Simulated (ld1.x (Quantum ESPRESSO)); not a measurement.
Before and after: TM semilocal potential for Er (Z = 68)

```json
{
  "Element": "Er (Z = 68)",
  "Generator": "ld1.x (Quantum ESPRESSO) 7.5",
  "Type": "norm-conserving Troullier–Martins (semilocal form)",
  "Functional": "PBEsol",
  "Relativity": "scalar-relativistic",
  "Frozen core": "[Kr] 4d10",
  "Valence charge": "22",
  "Reference configuration": "4f12 5s2 5p6 5d0 6s1.75 6p0 (charge +0.25)",
  "Partial waves": "5s (bound): rc 1.30 bohr; 5p (bound): rc 1.55 bohr; 4f (bound): rc 1.30 bohr; 5d (bound, empty): rc 3.20 bohr",
  "Local potential": "the d channel",
  "Core correction": "none"
}
```

Occupied shells without a wave of their own: 6s. They enter only through the test configuration that unscreens the potential.

All-electron outer shells of the reference configuration (PBEsol, scalar-relativistic, ld1.x):

```
shell  level (eV)  outermost node (bohr)  outermost maximum (bohr)
   4p     -315.75                   0.27                      0.49
   4d     -166.75                   0.25                      0.51
   5s      -53.45                   0.60                      1.11
   5p      -27.96                   0.65                      1.28
   6s       -5.09                   1.52                      3.30
   4f       -4.71                      –                      0.51
   5d       -2.25                   0.73                      2.08
   6p       -2.13                   1.86                      4.51
```

Change: all radii scaled by about 1.09 (s 1.42, p 1.70, d 3.50, f 1.42 bohr).

Cutoffs: the cutoffs (Ry, on a coarse ladder) from which the occupation-weighted sum of valence levels, in a spherical-Bessel basis at the reference potential, stays within 10 and 1 mRy of its value at 400 Ry; they do not see the model core or the augmentation charge, which bear on the density cutoff. Errors are all-electron minus pseudo energies relative to the spin-unpolarised reference configuration.

How do hardness, ghosts and transferability respond?

The number of tests that count goes from 6 to 5; of the 5 tests that both files solve, the error grows in 5 and shrinks in 0 by more than 15 % and 0.3 meV (median size 126.0 → 202.5 meV); neither file shows a bound ghost at the reference potential, the only one tested. More of the atom is replaced by a form fitted at one configuration, so other configurations suffer. A semilocal file is local in each channel, so a ghost entry of none says nothing of the separable form that plane-wave codes build from it.

| quantity | base | changed |
| --- | --- | --- |
| cutoff, loose | 260 Ry | 230 Ry |
| cutoff, tight | over 300 Ry | over 300 Ry |
| loose cutoff by channel (10 mRy a level) | s 70 Ry, p 35 Ry, f 230 Ry | s 60 Ry, p 30 Ry, f 180 Ry |
| bound ghosts | none | none |
| largest miss of a reference level, eV | 0.04 | 0.08 |
| tests counted (converged, no solver errors) | 6 of 7 | 5 of 7 |
| error for 4f12 5s2 5p6 5d0 6s2 6p0, meV [ΔE -1.12 eV] | +10 | +19 |
| error for 4f12 5s2 5p6 5d0 6s1 6p0, meV [ΔE 5.28 eV] | -40 | -76 |
| error for 4f12 5s2 5p6 5d0 6s0 6p0, meV [ΔE 17.12 eV] | -126 | -238 |
| error for 4f11 5s2 5p6 5d1 6s1 6p0, meV [ΔE 10.76 eV] | -162 | -203 |
| error for 4f11 5s2 5p6 5d0 6s0 6p0, meV [ΔE 43.37 eV] | -233 | -385 |

Base: Tests not counted: 4f13 5s2 5p6 5d0 6s0 6p0 (pseudo-atom not self-consistent, printed error -3033 eV). These tests converged, but a pseudo level misses the all-electron one widely, so the file describes the atom poorly there or has found another state: 4f12 5s2 5p6 5d0 6s1 6p1: 5p by 5.1 eV. ld1.x printed “convergence not achieved” for 5 of the counted tests; their residual had stalled under 1e-8, short of the target of 1e-14. The 6s level has no wave, so the channel is fitted at the deeper level alone: the likely source of the large errors. Changed file: Tests not counted: 4f13 5s2 5p6 5d0 6s0 6p0 (pseudo-atom not self-consistent, printed error -3476 eV); 4f12 5s2 5p6 5d0 6s1 6p1 (pseudo-atom not self-consistent, printed error -3416 eV). ld1.x printed “convergence not achieved” for 4 of the counted tests; their residual had stalled under 1e-8, short of the target of 1e-14. The 6s level has no wave, so the channel is fitted at the deeper level alone: the likely source of the large errors.
